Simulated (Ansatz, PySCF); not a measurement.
Energy difference R1 + 2 R2 → P1 + 2 P2, each structure at its B3LYP-D3(BJ)/def2-TZVP stationary point, reached from a drawn start (curvature not checked).
R1, Cl2MoO2 (SMILES [O]=[Mo](=[O])([Cl])[Cl]) (charge 0, multiplicity 1):
| atom | x (Å) | y (Å) | z (Å) |
|---|---|---|---|
| Mo | 0.1109 | 0.0000 | 0.0000 |
| O | 1.1077 | 0.9533 | 0.9535 |
| O | 1.1077 | -0.9533 | -0.9535 |
| Cl | -1.1632 | 1.3188 | -1.3187 |
| Cl | -1.1632 | -1.3188 | 1.3187 |
P1, Cl2Mo (SMILES [Cl][Mo][Cl]) (charge 0, multiplicity 5):
```xyz
3

Mo     0.000     0.000    -0.625
Cl     2.075     0.000     0.313
Cl    -2.075     0.000     0.313
```
R2: H2 (SMILES [H][H]), charge 0, multiplicity 1.
P2: H2O (SMILES O), charge 0, multiplicity 1.

P less R. No zero-point or thermal terms; singlets are restricted closed shells; open shells are unrestricted; no spin–orbit coupling. The spin states of the d-block species are the ones drawn and need not be the lowest.

Codes used: Ansatz (a program for electronic structure); PySCF for the D3/D4 terms. Each number belongs to the level named beside it. Elements past Kr take the def2 small-core potentials, without spin–orbit coupling.

Task: One of these levels gives -63.91 kcal/mol for the reaction energy. Name it.
(A) B3LYP-D3(BJ)/def2-TZVPP
(B) BHLYP-D3(BJ)/def2-TZVPP
(C) PBE0-D4/def2-TZVPP
(D) HF/def2-TZVPP

Result: D, HF/def2-TZVPP. The others give 62.30 (B3LYP-D3(BJ)/def2-TZVPP), 48.86 (PBE0-D4/def2-TZVPP), 21.42 (BHLYP-D3(BJ)/def2-TZVPP)
